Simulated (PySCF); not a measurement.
Gas-phase reaction: 4 SiH₂F + 2 NH₃ → SiF₄.NH₃ + H₂SiNH + 2 SiH₄

Method: PySCF energies plus ideal-gas RRHO corrections (1 bar). † marks an energy on the PBE0/def2-TZVP geometry and frequencies; other levels use their own. MP2 and CCSD(T) freeze the core. 6-31G* has spherical d functions here. Open shells (unrestricted): SiH₂F (multiplicity 2); the rest are closed-shell singlets. B3LYP is the form with VWN-RPA correlation. Adducts (SiF₄.NH₃) have no counterpoise correction, and HF, PBE, BLYP, B3LYP and PBE0 lack dispersion. SiH₂F, SiF₄.NH₃, H₂SiNH: computed as isolated molecules; such fragments, hydroxides, amides, oligomers or adducts are transient or little studied in the gas. MP2 isn't extrapolated to the basis-set limit; its ΔH°(298 K) is -655.5 kJ in def2-SVP and -638.1 kJ in def2-TZVPP. CCSD(T) isn't extrapolated to the basis-set limit. The harmonic model lacks anharmonicity and excited electronic states, which grow with temperature; levels with a mode under 35 cm⁻¹ are left out. Internal rotation in SiF₄.NH₃ is treated as a harmonic vibration of one conformer, which makes the entropy rough. Warning, large T1 diagnostic: H₂SiNH (CCSD(T)/def2-SVP†).

```
level               ΔE electronic, kJ  ΔH°(298 K), kJ  ΔS°(298 K), J/K  ΔG°(1200 K), kJ
------------------  -----------------  --------------  ---------------  ---------------
B3LYP/6-31G*                     -641            -637             -388             -188
BLYP/def2-TZVP†                  -566            -563             -389             -112
CCSD(T)/def2-SVP†                -658            -655             -389             -203
HF/def2-TZVP†                    -445            -442             -389               10
MP2/def2-SVP†                    -659            -655             -389             -204
MP2/def2-TZVPP†                  -642            -638             -389             -187
PBE/def2-SVP                     -628            -623             -384             -179
PBE0/def2-QZVP†                  -576            -573             -389             -121
PBE0/def2-TZVP                   -588            -584             -389             -133
ωB97X-V/def2-TZVP†               -644            -640             -389             -189
```
ΔH° is lowest at MP2/def2-SVP† and highest at HF/def2-TZVP†. No reference value is set beside these.
